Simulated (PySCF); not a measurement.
Structure problem from calculated spectra and properties.

Elements present: C, H, N and P. Monoisotopic mass: 142.0660 u.

| Item | Value |
| --- | --- |
| UV, first state | lowest singlet excitation: 5.61 eV (221 nm, f = 0.096) [TDDFT wB97X-D/def2-SVPD] |
| Valence photoelectron | vertical ionisation energy: 8.73 eV [ΔSCF wB97X-D/def2-SVPD] |
| Polarisability | 108.0 au [wB97X-D/def2-SVPD] |
| 1H NMR | chemical shifts (computed TMS as zero) by class: 9.58 (1 H), 8.49 (1 H), 1.41 (9 H) ppm [GIAO B97-2/pcSseg-1] |
| XPS | P2p3/2 135.6, C1s 290.2 (×3), C1s 290.6, C1s 290.6, C1s 291.1, N1s 405.1, N1s 407.0, P1s 2149.1 eV [ΔSCF SCAN, pcX-2 on the ionised atom, pcseg-1 elsewhere, spin-free X2C, 2p3/2 from a spin–orbit splitting computed afterwards within the 2p shell] |
| Dipole | 2.06 D [wB97X-D/def2-SVPD] |
| Triplet | lowest triplet excitation (Tamm–Dancoff): 3.81 eV [TDA wB97X-D/def2-SVPD] |
| 13C NMR | chemical shifts (computed TMS as zero) by class: 194.9 (1 C), 159.0 (1 C), 37.1 (1 C), 34.3 (3 C) ppm [GIAO B97-2/pcSseg-1] |
| Rotational structure | rotational constants A, B, C: 2.443, 1.105, 0.913 GHz [PBE0-D3(BJ)/def2-SVP] |

Electronic properties: PySCF, gas phase, density fitting. Levels stand in brackets. Geometry: PBE0-D3(BJ)/def2-SVP; no solvent, vibrations or thermal averaging. NMR classes are plain means over equivalent atoms (diastereotopic ones count apart unless rotation or inversion swaps them), as if these changed places fast.

**Question.** Which formula fits the mass and the elements?

**Answer.** C6H11N2P (calculated 142.0660). No other formula that holds each of these elements comes within 0.0003 u with a fitting electron parity and a possible valence count.

**Question.** What is the compound? Reason from the data.

**Answer.** Numbering: `[CH3:1][C:2]([CH3:3])([CH3:4])[c:5]1[n:6][nH:7][cH:8][p:9]1`. 6 carbons fall into 4 classes; from least to most shielded: substituted aromatic carbon [C5] (194.9 ppm), aromatic CH next to a ring nitrogen [C8] (159.0 ppm), benzylic-type carbon [C2] (37.1 ppm), methyl carbon [C1/C3/C4] (34.3 ppm, 3 C, up to 7.4 ppm apart in this geometry). Hydrogen classes from least to most shielded: 1 H on a pyrrole-type nitrogen, N7 (9.58 ppm), 1 H on an aromatic CH next to a ring nitrogen, C8 (8.49 ppm), 9 H on 3 methyl carbons, C1/C3/C4 (1.41 ppm, a mean of values up to 0.8 ppm apart in this geometry). The core levels belong to: P2p3/2 135.6 eV, phosphorus bonded to 2 C [P9]; C1s 290.2 eV, methyl carbon [C1/C3/C4]; C1s 290.6 eV, substituted aromatic carbon [C5]; C1s 290.6 eV, benzylic-type carbon [C2]; C1s 291.1 eV, aromatic CH next to a ring nitrogen [C8]; N1s 405.1 eV, pyridine-type nitrogen [N6]; N1s 407.0 eV, pyrrole-type nitrogen [N7]; P1s 2149.1 eV, phosphorus bonded to 2 C [P9]. One atom of each topological class was ionised and stands for its class. The first electron is taken from the HOMO, whose largest Löwdin shares are 0.40 on the phosphorus bonded to 2 C, 0.18 on the aromatic CH next to a ring nitrogen, 0.15 on the pyrrole-type nitrogen and 0.14 on the substituted aromatic carbon. By its constants the optimised geometry is an asymmetric top. Structure: `C(C)(c1pc[nH]n1)(C)C`. Computed isomers that give other values at the same levels: `CN=P1(NC)C=CC=C1` (rotational constant A: 1.826 GHz; this holds for the one conformer computed). The assignments are read from this structure; whether some other isomer fits the data as well wasn't checked.

Shape of the structure used: `[CH3:1][C:2]([CH3:3])([CH3:4])[c:5]1[n:6][nH:7][cH:8][p:9]1`: C1–C2–C5–N6 -122°.
